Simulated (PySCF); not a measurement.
SMILES s1cccc1[SiH2]N, GFN2-xTB optimised geometry.

```
14

N     -0.60    -2.63     0.28
Si    -1.56    -1.23    -0.04
C     -0.35     0.20     0.00
C      1.01     0.20     0.00
C      1.58     1.49     0.00
C      0.64     2.47     0.00
S     -0.95     1.83    -0.01
H     -1.03    -3.53     0.21
H      0.03    -2.62     1.07
H     -2.64    -0.95     0.92
H     -2.11    -1.43    -1.38
H      1.59    -0.71     0.00
H      2.64     1.68     0.00
H      0.78     3.53     0.00
```

Density from PBE/def2-TZVP (PySCF) at that geometry.

Minimum of the electron density along straight lines between bonded atoms, close to the bond critical point (lines longer than 1.1 times the sum of covalent radii, or with two minima, are not listed):

| bond | length / Å | ρ at the minimum / e bohr⁻³ | ∇²ρ there / e bohr⁻⁵ | position (fraction from the first atom) |
|---|---|---|---|---|
| N1–Si2 | 1.722 | 0.132 | 0.54 | 0.60 |
| Si2–C3 | 1.872 | 0.117 | 0.20 | 0.39 |
| C3–C4 | 1.363 | 0.326 | -0.92 | 0.51 |
| C4–C5 | 1.412 | 0.301 | -0.82 | 0.50 |
| C5–C6 | 1.357 | 0.331 | -0.95 | 0.49 |
| C3–S7 | 1.734 | 0.207 | -0.37 | 0.47 |
| C6–S7 | 1.719 | 0.214 | -0.42 | 0.48 |
| N1–H8 | 1.006 | 0.337 | -1.60 | 0.73 |
| N1–H9 | 1.007 | 0.336 | -1.61 | 0.73 |
| Si2–H10 | 1.472 | 0.124 | 0.16 | 0.49 |
| Si2–H11 | 1.464 | 0.125 | 0.16 | 0.50 |
| C4–H12 | 1.076 | 0.287 | -1.01 | 0.65 |
| C5–H13 | 1.076 | 0.286 | -1.01 | 0.65 |
| C6–H14 | 1.072 | 0.288 | -1.02 | 0.65 |
